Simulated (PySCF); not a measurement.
Compound: C5H6ClN.
Cartesian coordinates in Å at the GFN2-xTB level; atoms count from 1:
```
atom  x, y, z in Å
C1    -0.9330   -1.1797    0.0371
C2    -0.3688    0.2066    0.0098
C3    -1.0087    1.2263    0.5643
Cl4   -0.4236    2.8501    0.5798
C5     0.9674    0.3518   -0.6743
C6     1.9811   -0.3632    0.0623
N7     2.7702   -0.9384    0.6557
H8    -1.0935   -1.5408   -0.9787
H9    -0.2300   -1.8560    0.5231
H10   -1.8777   -1.2092    0.5721
H11   -1.9644    1.1160    1.0517
H12    1.2572    1.4033   -0.7356
H13    0.9195   -0.0662   -1.6849
```

A PySCF run (density fitting, gas phase, GFN2-xTB geometry) gave HOMO -7.43 eV, LUMO -0.19 eV, dipole 3.67 D.

Task: Which of these levels was it?
A. LDA/6-311G**
B. WP04/pcSseg-1
C. PBE0/6-31G*

Result: C. It is PBE0/6-31G*. All candidates on this geometry:

| level and settings | kind | basis functions | SCF cycles | E (Eh) | HOMO (eV) | LUMO (eV) | dipole (D) |
| --- | --- | --- | --- | --- | --- | --- | --- |
| LDA/6-311G**, fitting basis def2-universal-jkfit | LDA | 170 | 12 | -705.4144 | -6.59 | -1.68 | 3.69 |
| WP04/pcSseg-1 | global hybrid fitted to proton shifts | 156 | 16 | -719.2427 | -8.78 | -2.68 | 3.80 |
| PBE0/6-31G*, grid level 1, level shift 0.2 Eh | global hybrid | 114 | 11 | -708.5849 | -7.43 | -0.19 | 3.67 |

The nearest other candidate, by the summed differences of HOMO and LUMO, is LDA/6-311G**: its HOMO differs by +0.84 eV and its LUMO by -1.49 eV. Cycle counts include a coarse-grid stage where the run had one. All basis functions are spherical, in the Pople sets too. WP04 was designed for NMR shieldings or shifts; total energies of different functionals aren't comparable.
